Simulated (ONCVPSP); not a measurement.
**What the settings do to the ONCV potential of Zn**

Base potential:

ONCVPSP 4.0.1 input, shortened (lines: element, Z, core and valence counts, functional; n l f; lmax; l rc ep ncon nbas qcut; lloc lpopt rc5 dvloc0; l nproj debl; icmod fcfact rcfact), PBE, scalar-relativistic:

```
  Zn 30.00    6    2        4      upf
    1    0    2.00
    2    0    2.00
    2    1    6.00
    3    0    2.00
    3    1    6.00
    3    2   10.00
    4    0    1.00
    4    1    1.00
    2
    0    1.65    0.00    4    8    3.80
    1    2.75    0.00    4    7    2.70
    2    2.30    0.26    4    9    4.40
    4    2    1.40    4.00
    0    2    3.70
    1    2    1.20
    2    2    3.70
    4    0.45    0.00
```

All-electron outer shells of the reference configuration (PBE, scalar-relativistic, ld1.x):

```
shell  level (eV)  outermost node (bohr)  outermost maximum (bohr)
   3p      -85.65                   0.25                      0.59
   3d      -12.34                      –                      0.57
   4s       -7.40                   0.85                      2.04
   4p       -2.10                   0.92                      2.89
```

Cutoffs, loose and tight: the cutoffs (Ha) at which the residual kinetic energy of the hardest occupied pseudo-wave falls to 1 and 0.1 mHa per electron. They do not see the model core or the augmentation charge, which bear on the density cutoff. Test errors are all-electron minus pseudo excitation energies from the reference, over the configurations 4s2 4p0; 4s1 4p0; 4s1.5 4p0; 4s0 4p1. A dash means not determined; rows that change the core or the reference have their own tests.

For the base: The cutoffs count occupied waves only; projector 2 of the d channel, the hardest unoccupied one, needs 77 Ha at the loose tolerance.

```
     change    outcome  cutoff, loose  cutoff, tight  bound ghosts  GHOST(+) flags above zero  largest test error (meV)
       base  generated         6.3 Ha          13 Ha          none                          d                       -91
p: qcut 1.6  generated         6.3 Ha          13 Ha          none                          d                       -93
p: qcut 1.8  generated         6.3 Ha          13 Ha          none                          d                       -92
p: qcut 2.1  generated         6.3 Ha          13 Ha          none                          d                       -92
p: qcut 2.4  generated         6.3 Ha          13 Ha          none                          d                       -91
  p: qcut 3  generated         6.3 Ha          13 Ha          none                          d                       -92
p: qcut 3.2  generated         6.3 Ha          13 Ha          none                          d                       -92
p: qcut 3.6  generated         6.3 Ha          13 Ha          none                          d                       -93
p: qcut 3.8  generated         6.3 Ha          13 Ha          none                          d                       -94
  p: qcut 4  generated         6.3 Ha          13 Ha          none                          d                       -94
```

Reading the sweep of the qcut of the p channel (base included, trends over the rows without a ghost): The loose cutoff stays near 6.3 Ha. The median size of the test errors (rows with all tests solved) stays near 29.0 meV.
